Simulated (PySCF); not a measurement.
**Excited states of Cr⁶⁺ (chromium, charge +6)**

Ground state [Ar], ¹S. All numbers are calculated (PySCF 2.14, no relativity, point nucleus, in aug-cc-pVTZ (8s7p5d3f2g, 93 functions)). Vertical excitation energies in eV without spin-orbit coupling; excited terms of each kind are numbered among those the solver found. Frozen: [Ne].

```tsv
term	leading excitation	EOM-EE-CCSD
1 3P°	3p → d	42.227
1 3F°	3p → d	44.218
1 1D°	3p → d	47.124
1 3D°	3p → d	47.342
1 1F°	3p → d	47.676
1 1P°	3p → d	61.508
1 3D	3s → d	74.499
1 1D	3s → d	76.908
1 3S	3p → p	91.047
2 3D	3p → p	92.479
2 1D	3p → p	93.379
```

The solver can miss terms.
